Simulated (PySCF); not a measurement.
# `BC[C@@H]1C[C@@H]1F`, C4H8BF

Geometry:
```tsv
atom	x (Å)	y (Å)	z (Å)
B1	1.750	-1.112	0.799
C2	0.289	-0.546	0.905
C3	-0.035	0.647	0.031
C4	-1.465	0.950	-0.337
C5	-0.516	0.430	-1.368
F6	-0.695	-0.854	-1.803
H7	2.029	-2.059	1.422
H8	2.554	-0.598	0.125
H9	-0.414	-1.352	0.672
H10	0.078	-0.288	1.949
H11	0.623	1.495	0.174
H12	-2.223	0.265	0.012
H13	-1.796	1.974	-0.412
H14	-0.180	1.048	-2.191
```

Computed, not measured: PySCF, TDDFT CAM-B3LYP/def2-SVPD circular dichroism and optical rotation, one conformer, gas phase. Geometry: GFN2-xTB.

The molecule is flexible and this is one conformer; a measurement averages over conformers.

Stereocentres: C3 R, C5 S.

Question: Give the optical rotatory dispersion at 633, 589.3, 546, 436, 405, 365, 355 nm.

Answer: [α] in deg dm⁻¹ (g/mL)⁻¹:
| λ (nm) | origin-invariant length gauge | modified velocity gauge | length gauge (centre of mass) | isotropic polarisability (au) |
| --- | --- | --- | --- | --- |
| 633 | +48.3 | +57.3 | +48.8 | 60.8 |
| 589.3 | +56.2 | +66.7 | +56.8 | 61.0 |
| 546 | +66.2 | +78.6 | +66.9 | 61.2 |
| 436 | +109.1 | +129.4 | +110.2 | 62.2 |
| 405 | +129.4 | +153.4 | +130.8 | 62.6 |
| 365 | +166.4 | +196.9 | +168.2 | 63.3 |
| 355 | +178.5 | +211.1 | +180.4 | 63.6 |

Question: And for the mirror image at 589.3 nm?

Answer: -56.2 deg dm⁻¹ (g/mL)⁻¹ (origin-invariant length gauge): the same size and the opposite sign.

Question: What is the molar rotation [Φ] = [α]·M/100 of the geometry above at 589.3 nm?

Answer: With M = 85.92 g/mol, +48.3 deg cm² dmol⁻¹ (origin-invariant length gauge).

The first excitation lies at 5.59 eV (222 nm) with R = +0.8 × 10⁻⁴⁰ esu² cm² (velocity form).
